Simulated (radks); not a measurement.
Initial-state core-level shifts of the iron ion Fe+ when its valence configuration changes from [Ar] 3d6 4s1. Calculated with a radial shooting solver on a logarithmic mesh with Libxc functionals: non-relativistic Kohn-Sham, r2SCAN, spin-polarised, spherical densities, point nucleus; open shells are filled with parallel spins first; meta-GGA in the generalised Kohn-Sham scheme. Shifts are changes of the shell-averaged eigenvalues in eV (positive: less bound); the change of the density at the nucleus, which sets a Mossbauer isomer shift, is in e/bohr^3, on a base of 1.191e+04.

valence	2s	2p	3s	3p	density at nucleus
3d4 4s1 4p2	-19.572	-19.454	-16.456	-15.976	+6.439
3d6 4p1	-1.355	-1.361	-1.456	-1.458	-6.026
3d5.5 4s1 4p0.5	-4.144	-4.119	-3.664	-3.559	+1.211
3d5 4s2	-7.597	-7.548	-6.501	-6.301	+8.051
3d5 4s1 4p1	-8.614	-8.562	-7.474	-7.252	+2.697
3d6.5 4p0.5	+2.431	+2.402	+1.992	+1.896	-6.624
3d5.5 4s1.5	-3.668	-3.644	-3.194	-3.098	+3.691
3d7	+5.871	+5.822	+5.228	+5.056	-7.059
3d4 4p3	-20.824	-20.708	-17.726	-17.237	-1.610
